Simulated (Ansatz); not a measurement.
Molecular dynamics of AlH8N2OP

Input:

```yaml
crystal:
  periodic: [false, false, false]
  atoms:
    - { symbol: Al, position_ang: [0.112987, 0.243066, -0.104959] }
    - { symbol: O, position_ang: [0.204985, -0.035973, 1.732574] }
    - { symbol: H, position_ang: [-0.58352, -0.362977, 2.19887] }
    - { symbol: "N", position_ang: [1.567776, -0.128104, -1.063202] }
    - { symbol: H, position_ang: [1.569639, -0.805976, -1.814894] }
    - { symbol: H, position_ang: [2.45035, 0.364102, -1.026635] }
    - { symbol: "N", position_ang: [-1.528312, -0.134985, -0.711225] }
    - { symbol: H, position_ang: [-2.350286, -0.311733, -0.147896] }
    - { symbol: H, position_ang: [-1.805078, 0.053324, -1.667316] }
    - { symbol: P, position_ang: [0.333788, 2.71256, 0.636501] }
    - { symbol: H, position_ang: [-0.732001, 3.207064, 1.430762] }
    - { symbol: H, position_ang: [1.402471, 3.09129, 1.489729] }
    - { symbol: H, position_ang: [0.226002, 1.219742, 1.64429] }
basis:
  gaussian: { orbitals: "6-31G*" }
hamiltonian:
  xc: b3lyp
md:
  timestep: 0.5
  n_steps: 200
  ensemble: nve
  temperature: 100.0
  initial_velocities: maxwell_boltzmann
  seed: 10983
```

Run as:

```bash
$ ansatz run input.yaml --threads 2 --pin off --max-ram 3072MiB --backend cpu --events-out ev --progress --plain --runs-dir out
```

It starts at the highest image of a converged band. Of that band: A vibrational analysis at the climbing image gives 2 clearly imaginary modes (1145i, 57i cm⁻¹): a point of higher order. A lower path may pass nearby, or the ends, which weren't checked, may share the extra mode.

Output, in part (one step line in 4, the closing report, with atoms numbered from 0):

```
md step     0: t =     0.00 fs  T =   100.0 K  F+E_penalty+E_count = -21044.80601533 eV  E_kin = 0.142186 eV  conserved = -21044.66382933 eV  (27 SCF iters)
md step     4: t =     2.00 fs  T =    68.9 K  F+E_penalty+E_count = -21044.76069731 eV  E_kin = 0.098009 eV  conserved = -21044.66268881 eV  (25 SCF iters)
md step     8: t =     4.00 fs  T =    82.2 K  F+E_penalty+E_count = -21044.78042099 eV  E_kin = 0.116883 eV  conserved = -21044.66353823 eV  (31 SCF iters)
md step    12: t =     6.00 fs  T =    73.8 K  F+E_penalty+E_count = -21044.76781770 eV  E_kin = 0.104918 eV  conserved = -21044.66289955 eV  (31 SCF iters)
md step    16: t =     8.00 fs  T =    99.8 K  F+E_penalty+E_count = -21044.80502885 eV  E_kin = 0.141911 eV  conserved = -21044.66311829 eV  (30 SCF iters)
md step    20: t =    10.00 fs  T =   141.3 K  F+E_penalty+E_count = -21044.86421084 eV  E_kin = 0.200841 eV  conserved = -21044.66336978 eV  (30 SCF iters)
md step    24: t =    12.00 fs  T =   177.0 K  F+E_penalty+E_count = -21044.91488735 eV  E_kin = 0.251633 eV  conserved = -21044.66325485 eV  (29 SCF iters)
md step    28: t =    14.00 fs  T =   201.1 K  F+E_penalty+E_count = -21044.95003469 eV  E_kin = 0.285966 eV  conserved = -21044.66406842 eV  (31 SCF iters)
md step    32: t =    16.00 fs  T =   167.9 K  F+E_penalty+E_count = -21044.90093170 eV  E_kin = 0.238684 eV  conserved = -21044.66224782 eV  (24 SCF iters)
md step    36: t =    18.00 fs  T =   273.5 K  F+E_penalty+E_count = -21045.05289047 eV  E_kin = 0.388852 eV  conserved = -21044.66403807 eV  (30 SCF iters)
md step    40: t =    20.00 fs  T =   325.4 K  F+E_penalty+E_count = -21045.12618914 eV  E_kin = 0.462671 eV  conserved = -21044.66351826 eV  (29 SCF iters)
md step    44: t =    22.00 fs  T =   337.8 K  F+E_penalty+E_count = -21045.14388764 eV  E_kin = 0.480361 eV  conserved = -21044.66352704 eV  (30 SCF iters)
md step    48: t =    24.00 fs  T =   348.4 K  F+E_penalty+E_count = -21045.15818984 eV  E_kin = 0.495351 eV  conserved = -21044.66283869 eV  (29 SCF iters)
md step    52: t =    26.00 fs  T =   431.7 K  F+E_penalty+E_count = -21045.27715798 eV  E_kin = 0.613827 eV  conserved = -21044.66333059 eV  (30 SCF iters)
md step    56: t =    28.00 fs  T =   511.7 K  F+E_penalty+E_count = -21045.39204991 eV  E_kin = 0.727499 eV  conserved = -21044.66455076 eV  (29 SCF iters)
md step    60: t =    30.00 fs  T =   476.7 K  F+E_penalty+E_count = -21045.34020953 eV  E_kin = 0.677734 eV  conserved = -21044.66247506 eV  (28 SCF iters)
md step    64: t =    32.00 fs  T =   564.4 K  F+E_penalty+E_count = -21045.46627861 eV  E_kin = 0.802473 eV  conserved = -21044.66380575 eV  (29 SCF iters)
md step    68: t =    34.00 fs  T =   640.8 K  F+E_penalty+E_count = -21045.57528633 eV  E_kin = 0.911190 eV  conserved = -21044.66409600 eV  (28 SCF iters)
md step    72: t =    36.00 fs  T =   628.2 K  F+E_penalty+E_count = -21045.55670027 eV  E_kin = 0.893189 eV  conserved = -21044.66351174 eV  (28 SCF iters)
md step    76: t =    38.00 fs  T =   620.6 K  F+E_penalty+E_count = -21045.54511055 eV  E_kin = 0.882343 eV  conserved = -21044.66276781 eV  (28 SCF iters)
md step    80: t =    40.00 fs  T =   722.0 K  F+E_penalty+E_count = -21045.69025498 eV  E_kin = 1.026629 eV  conserved = -21044.66362564 eV  (29 SCF iters)
md step    84: t =    42.00 fs  T =   813.2 K  F+E_penalty+E_count = -21045.82065905 eV  E_kin = 1.156317 eV  conserved = -21044.66434236 eV  (29 SCF iters)
md step    88: t =    44.00 fs  T =   785.8 K  F+E_penalty+E_count = -21045.78024725 eV  E_kin = 1.117357 eV  conserved = -21044.66289038 eV  (30 SCF iters)
md step    92: t =    46.00 fs  T =   802.3 K  F+E_penalty+E_count = -21045.80437560 eV  E_kin = 1.140758 eV  conserved = -21044.66361761 eV  (30 SCF iters)
md step    96: t =    48.00 fs  T =   800.7 K  F+E_penalty+E_count = -21045.80224484 eV  E_kin = 1.138481 eV  conserved = -21044.66376379 eV  (29 SCF iters)
md step   100: t =    50.00 fs  T =   744.9 K  F+E_penalty+E_count = -21045.72249315 eV  E_kin = 1.059094 eV  conserved = -21044.66339914 eV  (29 SCF iters)
md step   104: t =    52.00 fs  T =   709.2 K  F+E_penalty+E_count = -21045.67135012 eV  E_kin = 1.008452 eV  conserved = -21044.66289770 eV  (29 SCF iters)
md step   108: t =    54.00 fs  T =   759.7 K  F+E_penalty+E_count = -21045.74364229 eV  E_kin = 1.080123 eV  conserved = -21044.66351896 eV  (29 SCF iters)
md step   112: t =    56.00 fs  T =   792.0 K  F+E_penalty+E_count = -21045.79050399 eV  E_kin = 1.126055 eV  conserved = -21044.66444864 eV  (28 SCF iters)
md step   116: t =    58.00 fs  T =   710.5 K  F+E_penalty+E_count = -21045.67305688 eV  E_kin = 1.010244 eV  conserved = -21044.66281288 eV  (29 SCF iters)
md step   120: t =    60.00 fs  T =   712.2 K  F+E_penalty+E_count = -21045.67605466 eV  E_kin = 1.012641 eV  conserved = -21044.66341411 eV  (28 SCF iters)
md step   124: t =    62.00 fs  T =   734.1 K  F+E_penalty+E_count = -21045.70781993 eV  E_kin = 1.043818 eV  conserved = -21044.66400178 eV  (28 SCF iters)
md step   128: t =    64.00 fs  T =   679.3 K  F+E_penalty+E_count = -21045.62929586 eV  E_kin = 0.965808 eV  conserved = -21044.66348784 eV  (28 SCF iters)
md step   132: t =    66.00 fs  T =   628.5 K  F+E_penalty+E_count = -21045.55627950 eV  E_kin = 0.893605 eV  conserved = -21044.66267452 eV  (28 SCF iters)
md step   136: t =    68.00 fs  T =   691.7 K  F+E_penalty+E_count = -21045.64691044 eV  E_kin = 0.983457 eV  conserved = -21044.66345362 eV  (28 SCF iters)
md step   140: t =    70.00 fs  T =   767.3 K  F+E_penalty+E_count = -21045.75515574 eV  E_kin = 1.091028 eV  conserved = -21044.66412727 eV  (29 SCF iters)
md step   144: t =    72.00 fs  T =   750.9 K  F+E_penalty+E_count = -21045.73081802 eV  E_kin = 1.067634 eV  conserved = -21044.66318407 eV  (28 SCF iters)
md step   148: t =    74.00 fs  T =   756.9 K  F+E_penalty+E_count = -21045.73957874 eV  E_kin = 1.076266 eV  conserved = -21044.66331297 eV  (28 SCF iters)
md step   152: t =    76.00 fs  T =   780.0 K  F+E_penalty+E_count = -21045.77294990 eV  E_kin = 1.109032 eV  conserved = -21044.66391745 eV  (30 SCF iters)
md step   156: t =    78.00 fs  T =   730.1 K  F+E_penalty+E_count = -21045.70160361 eV  E_kin = 1.038031 eV  conserved = -21044.66357246 eV  (30 SCF iters)
md step   160: t =    80.00 fs  T =   665.9 K  F+E_penalty+E_count = -21045.60960820 eV  E_kin = 0.946832 eV  conserved = -21044.66277612 eV  (30 SCF iters)
md step   164: t =    82.00 fs  T =   696.1 K  F+E_penalty+E_count = -21045.65322432 eV  E_kin = 0.989776 eV  conserved = -21044.66344785 eV  (30 SCF iters)
md step   168: t =    84.00 fs  T =   731.3 K  F+E_penalty+E_count = -21045.70382504 eV  E_kin = 1.039875 eV  conserved = -21044.66394973 eV  (30 SCF iters)
md step   172: t =    86.00 fs  T =   691.6 K  F+E_penalty+E_count = -21045.64697322 eV  E_kin = 0.983298 eV  conserved = -21044.66367497 eV  (28 SCF iters)
md step   176: t =    88.00 fs  T =   649.3 K  F+E_penalty+E_count = -21045.58585199 eV  E_kin = 0.923146 eV  conserved = -21044.66270560 eV  (30 SCF iters)
md step   180: t =    90.00 fs  T =   694.9 K  F+E_penalty+E_count = -21045.65210758 eV  E_kin = 0.987989 eV  conserved = -21044.66411887 eV  (30 SCF iters)
md step   184: t =    92.00 fs  T =   663.0 K  F+E_penalty+E_count = -21045.60643771 eV  E_kin = 0.942763 eV  conserved = -21044.66367434 eV  (29 SCF iters)
md step   188: t =    94.00 fs  T =   599.1 K  F+E_penalty+E_count = -21045.51477269 eV  E_kin = 0.851861 eV  conserved = -21044.66291202 eV  (29 SCF iters)
md step   192: t =    96.00 fs  T =   609.4 K  F+E_penalty+E_count = -21045.52980683 eV  E_kin = 0.866509 eV  conserved = -21044.66329833 eV  (30 SCF iters)
md step   196: t =    98.00 fs  T =   649.4 K  F+E_penalty+E_count = -21045.58719853 eV  E_kin = 0.923320 eV  conserved = -21044.66387858 eV  (29 SCF iters)
md step   200: t =   100.00 fs  T =   625.6 K  F+E_penalty+E_count = -21045.55322173 eV  E_kin = 0.889454 eV  conserved = -21044.66376732 eV  (29 SCF iters)
Total energy: -21045.55352211 eV, -773.4098267490 hartree
Atom 0 at     0.010080    -0.444477    -0.008612 Å, force     1.049758     0.962135    -1.030352 eV/Å
Atom 1 at     0.354658    -0.903133     1.594179 Å, force    -0.177099    -0.157531     0.134833 eV/Å
Atom 2 at    -0.267415    -0.787374     2.316911 Å, force    -0.128249    -0.117327     0.136021 eV/Å
Atom 3 at     1.473738     0.075271    -0.976600 Å, force    -0.573047    -0.572162     0.498576 eV/Å
Atom 4 at     1.359418     0.644211    -1.795638 Å, force    -0.329348     0.313038    -0.365282 eV/Å
Atom 5 at     2.281216    -0.496226    -1.144485 Å, force     0.485922    -0.305551     0.246607 eV/Å
Atom 6 at    -1.491423    -0.005819    -0.866986 Å, force    -0.663704     0.157686     0.196966 eV/Å
Atom 7 at    -2.374103     0.334599    -0.466764 Å, force     0.480464    -0.346086    -0.408385 eV/Å
Atom 8 at    -1.472298     0.093991    -1.887333 Å, force    -0.129437     0.012498     0.596798 eV/Å
Atom 9 at     0.344294     3.510784     0.808630 Å, force    -0.409780    -1.220825     0.816282 eV/Å
Atom 10 at    -0.407154     2.433854     0.162445 Å, force     0.301792     0.624902     0.231993 eV/Å
Atom 11 at     1.588335     2.906136     0.497000 Å, force     0.075611     0.054288    -0.075870 eV/Å
Atom 12 at     0.319815     4.344268    -0.285732 Å, force     0.017117     0.594936    -0.978188 eV/Å
Dipole moment:    -0.337152    -0.059024    -0.372071 e Å
```

All steps were run. The conserved energy stayed within 0.13 meV per atom of its start (net change 0.0048 meV per atom), so the integration is sound. The kinetic energy rose, since the run started high on the potential surface and went downhill. It ends in pieces (AlH5N2O + H3P), so much of that is their flight and rotation, not heat. A run of 0.1 ps of so small a system gives no equilibrium averages. The orbitals stay closed-shell, which can raise the energy where a bond breaks towards radicals; this wasn't checked here.

Between its relaxed ends the band would form Al1–P10, O2–H13 and break P10–H13. These pairs go: Al1–P10 2.59 → 4.05 Å, O2–H13 1.26 → 5.57 Å, P10–H13 1.80 → 1.38 Å. In the last frame they stand as before the step (other bonds may differ from the relaxed reactants and products). It ends as AlH5N2O + H3P. Pairs count as bonded within 1.25 times the sum of covalent radii (0.12 Å more for H–H).

Last frame:

```xyz
13
Properties=species:S:1:pos:R:3
Al 0.010 -0.445 -0.009
O 0.355 -0.903 1.594
H -0.267 -0.787 2.317
N 1.474 0.075 -0.977
H 1.359 0.644 -1.796
H 2.281 -0.496 -1.145
N -1.491 -0.006 -0.867
H -2.374 0.335 -0.467
H -1.472 0.094 -1.887
P 0.344 3.511 0.809
H -0.407 2.434 0.162
H 1.588 2.906 0.497
H 0.320 4.344 -0.286
```

Run time: 8.7 min on 2 threads of Arm Neoverse V2, on a shared host, peak memory 0.22 GiB.
